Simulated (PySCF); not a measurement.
Compound: C4H2Cl3FO (charge +1 and doublet state).
Numbering: `[O:1]=[C+:2][C:3]([CH2:4][F:5])[C:6]([Cl:7])([Cl:8])[Cl:9]` (hydrogens: H10, H11 on C4)

Geometry (GFN2-xTB, Å), atoms numbered from 1 in this order:
```xyz
11
C4H2Cl3FO angstrom
O      0.3123    2.7436    0.1512
C      0.1847    1.6231    0.0885
C      0.0646    0.2840    0.0178
C      1.2924   -0.5675    0.0146
F      2.4179    0.1647    0.0905
C     -1.3065   -0.3182   -0.0593
Cl    -2.0532    0.3158   -1.5829
Cl    -1.2944   -2.0811   -0.0757
Cl    -2.2363    0.2870    1.3668
H      1.3428   -1.1784   -0.9062
H      1.2810   -1.2703    0.8688
```

The hyperfine couplings belong to this conformer and change with its torsions.

Theory: UKS B3LYP, pcH-1 on C Cl F H O, non-relativistic, mean-field spin-orbit, GIAO (PySCF 2.14.0). The structure is a single GFN2-xTB conformer in the gas phase; no vibrational or solvent corrections. Couplings are sensitive to structure, and on GFN2-xTB geometries they can be far from those on DFT ones, by a factor of two or more for some ions and for spin on atoms past the first row. No stability test was run, so a lower SCF solution isn't excluded.

The Mulliken spin populations are largest on C3 (+0.56), O1 (+0.19), Cl7 (+0.10) and Cl9 (+0.09). The angles at C3 add up to 360.0°, so it is planar.

List the C–H protons on four-coordinate carbons next to a three-coordinate spin centre, with their couplings and θ (C–H bond against the normal to the plane of the centre's neighbours, projected along the bond that joins the two).

| β H | on | centre | θ (°) | cos²θ | a (G) |
| --- | --- | --- | --- | --- | --- |
| H10 | C4 | C3 | 31 | 0.74 | +44.52 |
| H11 | C4 | C3 | 31 | 0.74 | +43.84 |

Couplings in gauss use g_iso = 2.0049.
